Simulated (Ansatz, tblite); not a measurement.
Removing an electron: GeFCl3 (GeCl₃F). Charge 0, multiplicity 1. Geometry: PBE0-D4/def2-SVP. Ansatz, gas phase; energy differences of separate SCF runs; the oxidised species was run as a doublet alone.

```
atom    x (Å)    y (Å)    z (Å)
 Ge1   0.0234   0.0410  -0.0069
  F2   0.8657   1.5158  -0.2560
 Cl3  -1.0184   0.1874   1.8285
 Cl4   1.4488  -1.5211   0.0545
 Cl5  -1.3195  -0.2231  -1.6201
```

The xTB rows come from tblite. LC-ωPBE has ω = 0.4 bohr⁻¹. HOMO above LUMO, or a gap near zero within one spin, warns that the state may not be the lowest or that an electron is smeared out.

```tsv
level	−HOMO (eV)	vertical IE (eV)	−LUMO (eV)	HOMO–LUMO gap (eV)	remarks
GFN1-xTB	12.91	15.34	6.82	6.09	–
GFN2-xTB	12.66	15.45	7.35	5.31	–
LDA (SPW92)/def2-TZVP	8.49	11.43	3.50	4.99	gap within one spin near zero (+1 doublet)
PBE-D4/def2-TZVP	8.33	11.25	3.17	5.17	gap within one spin near zero (+1 doublet)
BLYP-D4/def2-TZVP	8.15	11.09	3.11	5.04	–
r2SCAN-D4/def2-TZVP	8.74	11.57	2.94	5.80	–
B97M-V/def2-TZVP	8.82	11.66	2.82	6.00	–
PBE0-D4/def2-TZVP	9.82	11.87	2.17	7.64	–
LC-ωPBE/def2-TZVP	12.67	12.66	-0.16	12.83	–
ωB97M-V/def2-TZVP	12.07	12.33	0.05	12.03	–
```

Relaxing the oxidised species (PBE0-D4/def2-SVP) changes its energy by -0.35 eV at PBE0-D4/def2-TZVP, so the adiabatic ionisation energy to this nearest minimum is 11.52 eV. At PBE-D4/def2-TZVP it is 11.16 eV.    Raw xTB energy differences between charge states are shifted by several eV; the methods need an empirical correction for them.
